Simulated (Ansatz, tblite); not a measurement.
Cost and result up the ladder for Cu2Cl2 (4 atoms). Total charge 0; singlet. Geometry: r2SCAN-D4/def2-SVP.

```
atom   x (Å)   y (Å)   z (Å)
 Cu1  -0.034   1.119   0.206
 Cu2   0.034  -1.120  -0.206
 Cl3   1.578   0.255  -1.126
 Cl4  -1.578  -0.254   1.126
```

Ansatz on 4 threads of Arm Neoverse V2 on a shared host; xTB runs through tblite on one thread. Times are rough, summed over both states, and most runs start from the orbitals of an earlier one. PBE0-D4/def2-TZVP serves as the yardstick here, not as an exact answer. The other state is a quintet at its own geometry, which has other bonds, so the gap mixes isomer and spin.

The xTB rows come from tblite. At PBE0-D4/def2-TZVP a singlet of charge 0 lies 5.55 eV below the quintet, each at its own geometry. The structure comes from a short search, and lower isomers may exist.

Run but left out: HF/STO-3G (quintet: ⟨S²⟩ 7.20, where a pure state has 6.00).

xTB has no spin-polarisation term.

```csv
level,functions,wall time
GFN1-xTB,36,0.007 s
GFN2-xTB,36,0.28 s
BLYP-D4/def2-TZVP,164,5.6 s
PBE-D4/def2-TZVP,164,5.7 s
PBE0-D4/def2-TZVP,164,12 s
BHLYP-D4/def2-TZVP,164,15 s
r2SCAN-D4/def2-TZVP (with forces),164,16 s
```

Question: Estimate what each level gives for the quintet − singlet (eV).

Answer: 
```json
{"level": "GFN1-xTB", "quintet − singlet (eV)": "7.86", "difference from PBE0-D4/def2-TZVP (eV)": "2.31"}
{"level": "GFN2-xTB", "quintet − singlet (eV)": "10.14", "difference from PBE0-D4/def2-TZVP (eV)": "4.59"}
{"level": "BLYP-D4/def2-TZVP", "quintet − singlet (eV)": "5.35", "difference from PBE0-D4/def2-TZVP (eV)": "-0.20"}
{"level": "PBE-D4/def2-TZVP", "quintet − singlet (eV)": "5.51", "difference from PBE0-D4/def2-TZVP (eV)": "-0.04"}
{"level": "PBE0-D4/def2-TZVP", "quintet − singlet (eV)": "5.55", "difference from PBE0-D4/def2-TZVP (eV)": "0.00"}
{"level": "BHLYP-D4/def2-TZVP", "quintet − singlet (eV)": "4.91", "difference from PBE0-D4/def2-TZVP (eV)": "-0.64"}
{"level": "r2SCAN-D4/def2-TZVP (with forces)", "quintet − singlet (eV)": "5.25", "difference from PBE0-D4/def2-TZVP (eV)": "-0.30"}
```
